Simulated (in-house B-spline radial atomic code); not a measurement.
# Kr: [Ar] 3d9 4s2 4p6 5f1 (an excited or competing configuration)

All numbers are computed (non-relativistic OLYP, spin-polarised, spherical fractional occupations; point nucleus) with a radial B-spline atomic code at the basis-set limit, not measured.

Screening seen three ways: the hydrogenic charge with the same mean radius, Z_r = [3n² - l(l+1)]/(2<r>), the one with the same energy, Z_e = n√(-2ε), and Slater's rules. Values are occupation-weighted means over spin.

| shell | electrons | ε (eV) | <r> (bohr) | Z_r | Z_e | Slater |
| --- | --- | --- | --- | --- | --- | --- |
| 1s | 2 | -13926 | 0.04246 | 35.33 | 31.99 | 35.70 |
| 2s | 2 | -1837.8 | 0.1878 | 31.96 | 23.24 | 31.85 |
| 2p | 6 | -1665.6 | 0.1618 | 30.89 | 22.13 | 31.85 |
| 3s | 2 | -279.62 | 0.5362 | 25.18 | 13.60 | 24.75 |
| 3p | 6 | -218.3 | 0.5381 | 23.23 | 12.02 | 24.75 |
| 3d | 9 | -108.8 | 0.5364 | 19.57 | 8.48 | 15.20 |
| 4s | 2 | -34.566 | 1.509 | 15.90 | 6.38 | 9.10 |
| 4p | 6 | -20.298 | 1.744 | 13.19 | 4.89 | 9.10 |
| 5f | 1 | -0.39965 | 29.61 | 1.06 | 0.86 | 1.00 |

The least bound orbital is 5f up at -0.3996 eV, and it is also the most diffuse (<r> = 29.61 bohr). The part-filled 3d shell lies below the filled 4p shell in orbital energy.
